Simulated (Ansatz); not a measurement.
Species: NbOF₂ (charge 0, doublet). SMILES: [O]=[Nb]([F])[F]
Geometry from a B3LYP-D3(BJ)/def2-TZVP (Ansatz, a program for electronic structure) optimisation:
```
Nb
O 1 1.6988
F 1 1.8876 2 114.23
F 1 1.8876 2 114.23 3 -160.61
```
Charge 0, spin multiplicity 2.

Quantity: size of the dipole moment, in D. Terms: def2 sets with scalar-relativistic core potentials past Kr; no dispersion term unless named; 6-31G* and kin with 6d, 5d where marked; no spin-orbit coupling; LANL2DZ with its own core potentials from Na on; STO-3G and 3-21G all-electron and non-relativistic; UHF or UKS for open shells. Ab initio and DFT rows: single points at B3LYP-D3(BJ) geometries (Ansatz).

```tsv
level	program	size of the dipole moment (D)
PBE/LANL2DZ	Ansatz	1.38
PBE/def2-SVP	Ansatz	1.52
B3LYP/3-21G	Ansatz	1.49
B3LYP/LANL2DZ	Ansatz	1.54
B3LYP/def2-SVP	Ansatz	1.67
B3LYP/6-31G* with LANL2DZ past Ar	Ansatz	1.52
```

No value to compare with is used here. The 6 habitual levels span 1.38 (PBE/LANL2DZ) to 1.67 D (B3LYP/def2-SVP).

The levels are drawn from those run, B3LYP/6-31G* more often than the rest, none by its result; left out are runs that failed, that the program found above a lower state of the same kind, or whose <S^2> lies over 0.5 above the pure value.
